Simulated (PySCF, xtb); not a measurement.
germylsilane (GeH₆Si), SMILES [SiH3][GeH3].

GFN2-xTB run with xtb at its own geometry gives an orbital gap of 5.15 eV and a dipole moment of 1.27 D.

Geometry optimised at PBE0-D3(BJ)/def2-TZVP.

Question: What does PBE0/def2-TZVPD (PySCF) give? (An estimate is asked for; the answer gives what the named calculation found.)

Answer: gap 8.30 eV (levels -8.29 and 0.01 eV), dipole 0.09 D.
